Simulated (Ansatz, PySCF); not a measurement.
Br2, charge +1, doublet, at a GFN2-xTB geometry (a state made from the parent by changing its charge; the spin is typed, not shown lowest). Base run: WB97X/STO-3G (PySCF).

Geometry (Å):
```xyz
2

Br     0.0000     0.0000    -1.1191
Br     0.0000     0.0000     1.1191
```
Charge +1, spin multiplicity 2.
Orbitals are unrestricted.
All else is at PySCF's defaults.

The same geometry, method and basis name were run in Ansatz (a first-principles code) and PySCF, at each program's defaults and at the settings that a row names. The base is PySCF at its defaults. Differences at the defaults can come from grids, fitting, cores and function types together.

| code and settings | ΔE vs base (µEh) | basis functions | E (Eh) | SCF cycles |
|---|---|---|---|---|
| PySCF, defaults (exact integrals, its default grid, spherical functions) | 0.0 | 36 | -5091.82140 | 6 |
| Ansatz, defaults (factorised integrals, its default grid, spherical functions) | 87.3 | 36 | -5091.82132 | - |
| PySCF, density fitting with def2-universal-jkfit | -2971 | 36 | -5091.82437 | 6 |
| PySCF, fine grid | 85.1 | 36 | -5091.82132 | 6 |
| Ansatz, high accuracy | 85.8 | 36 | -5091.82132 | - |

Open shells are given as the SCF converged; they aren't shown to be the lowest states, and a large step between rows can be another state.
